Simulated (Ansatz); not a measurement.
Reaction (cleavage of the B–Sn bond): `[CH3][SnH]([F])[BH]Cl` + HBr → `ClBBr` + `[CH3][SnH2][F]`

Computed with Ansatz on PBE0-D4/def2-TZVP structures; ΔE is electronic, products minus reactants. CBS: MP2 limit from def2 TZ/QZ plus the TZ coupled-cluster correction, frozen cores. Functionals use def2-TZVPP. B3LYP here is the variant with VWN-RPA as its local correlation; programs differ in this. def2 core potentials past Kr. For Br, Sn outer-core shells are correlated without core-valence functions, which leaves a few kJ/mol of doubt a bond. Scalar relativity is left out up to krypton. Each species was taken in one conformer, which may not be the lowest.

**Question.** Is it downhill or uphill in electronic energy at CCSD(T)/CBS, and by how much? (Estimate.)

**Answer.** Ansatz gave: Downhill: ΔE = -86.3 kJ/mol.

**Question.** What do these levels give: PBE0-D4, B3LYP-D4, B2PLYP, MP2/def2-TZVPP, SCS-MP2/def2-TZVPP, MP2/def2-QZVPP? (An estimate is asked.)

**Answer.** The calculation gave: PBE0-D4 -89.2, B3LYP-D4 -88.0, B2PLYP -91.9, MP2/def2-TZVPP -94.1, SCS-MP2/def2-TZVPP -92.4, MP2/def2-QZVPP -92.8 kJ/mol.

Largest T1 diagnostic among the species: 0.013.

From BLYP to BHLYP (50 % exact exchange), in def2-TZVPP and without D4, ΔE moves by −4.7 kJ/mol. At CCSD(T), def2-SVP lies −6.9 kJ/mol from the extrapolated value and def2-TZVPP −2.0 kJ/mol. Leaving LDA and LC-ωPBE aside and taking each functional with its dispersion term where it has one, the values, not all of them listed here, spread over 14.7 kJ/mol, from B97M-V to BLYP-D4. LDA lies −3.3 kJ/mol from PBE without D4.
